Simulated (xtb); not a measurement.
F4Sn, singlet, geometry from GFN2-xTB (such geometries of metal compounds can be far from the true shape). Base run: xtb 6.7.1 with GFN2-xTB.

The xtb input:
```
$ xtb mol.xyz --gfn 2 --json

# file mol.xyz
5

F     -0.95583512    -1.49040427    -0.73172632
Sn    -0.00000000    -0.00000000    -0.00000000
F     -1.14423492     1.53611205     0.03788529
F      0.56745998    -0.41770137     1.78153412
F      1.53261006     0.37199359    -1.08769309
```

Variants of this job, named by their change:

| change | ΔE vs base (kJ/mol) | HOMO-LUMO gap (eV) | G_solv (kcal/mol) | SCF cycles |
|---|---|---|---|---|
| base | 0.00 | 3.97 | - | 13 |
| gbsa = chcl3 | 0.36 | 3.97 | 0.09 | 13 |
| alpb = hexane | [?] | 3.97 | [?] | 13 |
| etemp = 3000 | -0.12 | 3.97 | - | 13 |
| acc = 30 | 0.00 | 3.97 | - | 12 |
| acc = 0.1 | 0.00 | 3.97 | - | 16 |

Fill in the missing entries.


- alpb = hexane, ΔE vs base (kJ/mol): -3.97
- alpb = hexane, G_solv (kcal/mol): -0.97

ALPB and GBSA are two models with their own fitted parameters for each solvent, which aren't always the measured dielectric constant.
